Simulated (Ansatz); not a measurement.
Species: C2H6O2Si, SMILES `CC(=O)O[SiH3]` (O–C–O–Si torsion 0°) (charge 0, multiplicity 1), formula C2H6O2Si.

### Question
How many basis functions does frozen-core CCSD(T)/cc-pVTZ // B3LYP-D3(BJ)/def2-TZVP run with Ansatz (an electronic-structure program) use, how many core orbitals are frozen, and how many electrons are correlated?

### Answer
238 basis functions and 9 frozen orbitals, which leaves 30 correlated electrons. Core time is of the order of minutes.
